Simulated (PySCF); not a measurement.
**Excited states of Pb²⁺ (lead, charge +2)**

Ground state [Xe] 4f14 5d10 6s2, ¹S. Calculation: PySCF 2.14, in aug-cc-pVDZ-PP with one added diffuse shell each of s, p, d type with ECP60MDF (6s5p4d, 41 functions); a scalar-relativistic core potential. Vertical excitation energies in eV without spin-orbit coupling; excited terms of each kind are numbered among those the solver found. Frozen: 5s2 5p6.

```json
{"term": "1 3P°", "leading excitation": "6s → p", "EOM-EE-CCSD": "8.378"}
{"term": "1 1P°", "leading excitation": "6s → p", "EOM-EE-CCSD": "11.693"}
{"term": "1 3S", "leading excitation": "6s → s", "EOM-EE-CCSD": "17.750"}
{"term": "1 1D", "leading excitation": "6s → d", "EOM-EE-CCSD": "18.148"}
{"term": "1 1S", "leading excitation": "6s → s", "EOM-EE-CCSD": "18.247"}
{"term": "1 3D", "leading excitation": "6s → d", "EOM-EE-CCSD": "18.804"}
{"term": "2 3P°", "leading excitation": "6s → p", "EOM-EE-CCSD": "20.588"}
{"term": "2 1P°", "leading excitation": "6s → p", "EOM-EE-CCSD": "21.030"}
{"term": "1 1D°", "leading excitation": "5d → p", "EOM-EE-CCSD": "22.308"}
{"term": "1 3D°", "leading excitation": "5d → p", "EOM-EE-CCSD": "22.367"}
{"term": "2 3S", "leading excitation": "6s → s", "EOM-EE-CCSD": "23.783"}
{"term": "2 1S", "leading excitation": "6s → s", "EOM-EE-CCSD": "24.004"}
{"term": "2 3D", "leading excitation": "6s → d", "EOM-EE-CCSD": "24.028"}
{"term": "2 1D", "leading excitation": "6s → d", "EOM-EE-CCSD": "24.372"}
```

The spin-orbit splitting of the hole, absent here, rivals or exceeds the spacing of these terms, so the LS terms are model states.

Only the lower part of the computed list is shown. Doubly excited terms such as np² are absent. The solver can miss terms. Rydberg members are limited by the diffuse functions of the basis.
